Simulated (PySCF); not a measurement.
## A survey of 15N NMR shifts

PySCF 2.14.0 with density-fitted response routines calculation with structure optimised with GFN2-xTB and shieldings: GIAO PBE0/pcSseg-1; one averaged value for each set of equivalent atoms, one computed conformer, non-relativistic Hamiltonian, no solvent model.

Shieldings were converted by a linear fit to measured shifts: 15N (scatter 6.3 ppm rms vs CH3NO2, solution or neat liquid). A few per cent of atoms miss by over 2 rms, more outside the fitted compound classes.

(1) Give the 15N shifts of `C[Si@H](O)N[SiH](N)N`, `C=N[SiH2]C(C)(C)C`, `CNN([SiH3])C1CC1`, `C[C@@H]1C[C@H](C#N)O[SiH2]1`.

(2) Match the shifts -16.4, -112.0, -266.8, -367.8 ppm to `C=CC[C@@H](C#N)O[SiH3]`, `CC(/C=N\[SiH3])=C/C=O`, `C[SiH2]N1CCCC1`, `C=C1[SiH2][C@@H]1NC(C)=O`.

Results:

(1) 
```json
{"compound": "[CH3:1][Si@H:2]([OH:3])[NH:4][SiH:5]([NH2:6])[NH2:7]", "environment": "N4: nitrogen bonded to 2 Si, H", "δ (ppm)": "-336.1"}
{"compound": "[CH3:1][Si@H:2]([OH:3])[NH:4][SiH:5]([NH2:6])[NH2:7]", "environment": "N7: nitrogen bonded to Si, 2 H", "δ (ppm)": "-361.7"}
{"compound": "[CH3:1][Si@H:2]([OH:3])[NH:4][SiH:5]([NH2:6])[NH2:7]", "environment": "N6: nitrogen bonded to Si, 2 H", "δ (ppm)": "-379.6"}
{"compound": "C=N[SiH2]C(C)(C)C", "environment": "imine nitrogen", "δ (ppm)": "-2.6"}
{"compound": "[CH3:1][NH:2][N:3]([SiH3:4])[CH:5]1[CH2:6][CH2:7]1", "environment": "N2: nitrogen bonded to O or N", "δ (ppm)": "-296.0"}
{"compound": "[CH3:1][NH:2][N:3]([SiH3:4])[CH:5]1[CH2:6][CH2:7]1", "environment": "N3: nitrogen bonded to O or N", "δ (ppm)": "-323.0"}
{"compound": "C[C@@H]1C[C@H](C#N)O[SiH2]1", "environment": "nitrile nitrogen", "δ (ppm)": "-113.9"}
```

(2) -16.4: CC(/C=N\[SiH3])=C/C=O (imine nitrogen); -112.0: C=CC[C@@H](C#N)O[SiH3] (nitrile nitrogen); -266.8: C=C1[SiH2][C@@H]1NC(C)=O (amide-type nitrogen); -367.8: C[SiH2]N1CCCC1 (nitrogen bonded to 2 C, Si, in a 5-membered ring).
